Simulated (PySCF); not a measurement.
Input of a run (PBE0-D3(BJ)/def2-SVP geometry optimisation, gas phase (PySCF 2.14.0)), started from GFN2-xTB:
```
{"job": {"xc": "PBE0", "basis": "def2-SVP", "d3": "d3bj", "grid": 1, "shake": 0.01, "kind": "geom"}, "charge": 0, "multiplicity": 1}
N      3.407330     0.576630    -0.678000
C      2.266540     0.468040    -0.430270
C      0.907430     0.255280    -0.156090
C      0.152040     1.148680     0.465310
C     -1.255780     0.720070     0.656950
C     -1.576310    -0.491560     0.215830
Si    -0.052870    -1.318220    -0.563130
H      0.463330     2.125000     0.800170
H     -1.949620     1.401670     1.174070
H     -2.567670    -0.904830     0.326370
H      0.418420    -2.484160     0.176990
H     -0.173150    -1.524880    -1.997230
```

Output (energies in Eh, forces in Eh/bohr):
```
step   0  E = -537.04519680  max force = 0.041003
step   1  E = -537.04968986  max force = 0.015575
step   2  E = -537.05067162  max force = 0.006788
step   3  E = -537.05110821  max force = 0.006864
step   4  E = -537.05109536  max force = 0.003988
step   5  E = -537.05120667  max force = 0.001353
step   6  E = -537.05121228  max force = 0.000610
step   7  E = -537.05121524  max force = 0.000117
optimisation converged
```

Summarise the run.

The energy falls by 15.8 kJ/mol over 8 energy and gradient evaluations, the largest force component goes from 0.0410 to 1.2e-04 Eh/bohr, and the atoms move by 0.041 Å rms after alignment. The bond that changes most is Si7–H12 (SiH2 silicon to Si–H hydrogen), which lengthens by 0.037 Å. Bonds longer at the end by more than 0.005 Å: 7 of 12; shorter: 4. Among the angles that change most is C4–C3–Si7, from 111.9° to 106.9°. The energy rose by more than 1e-6 Eh at step 4. The first step brought 75 % of the lowering.

What are the final bond lengths?

N1≡C2 1.162 Å, C2–C3 1.414 Å, C3=C4 1.359 Å, C4–C5 1.471 Å, C5=C6 1.351 Å, C6–Si7 1.873 Å, C3–Si7 1.891 Å, C4–H8 1.095 Å, C5–H9 1.095 Å, C6–H10 1.092 Å, Si7–H11 1.491 Å, Si7–H12 1.491 Å. Numbering counts from 1 in the input's order; the species is `C1C=C[SiH2]C=1C#N`.

The run used 127 basis functions and 63 SCF cycles in all. Time: 74 s wall; peak memory 0.49 GiB. Hardware: an Arm Neoverse N1 with one thread (shared host).

Stationary, but not proved a minimum.
